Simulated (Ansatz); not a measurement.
ClH2In (SMILES [Cl][InH2]) moved off its minimum; all values from Ansatz (a first-principles code), cores frozen in correlated methods. Elements past Kr take the def2 small-core potentials, without spin–orbit coupling.
(charge 0, multiplicity 1)
```xyz
4

In     0.03834    -0.16923    -0.52401
H     -1.56351    -0.27626    -1.20718
H      1.62836    -0.54846    -1.11433
Cl     0.03599     0.54400     1.68360
```

Give the forces (eV/Å), the total energy and the dipole at CCSD(T)/def2-TZVPPD.


```json
[
 {"atom": "In1", "Fx": "-0.080", "Fy": "-0.286", "Fz": "-0.604"},
 {"atom": "H2", "Fx": "0.128", "Fy": "0.021", "Fz": "-0.016"},
 {"atom": "H3", "Fx": "-0.048", "Fy": "0.025", "Fz": "-0.051"},
 {"atom": "Cl4", "Fx": "0.000", "Fy": "0.240", "Fz": "0.671"}
]
```
Energy -650.2303 hartree, dipole 2.64 D.
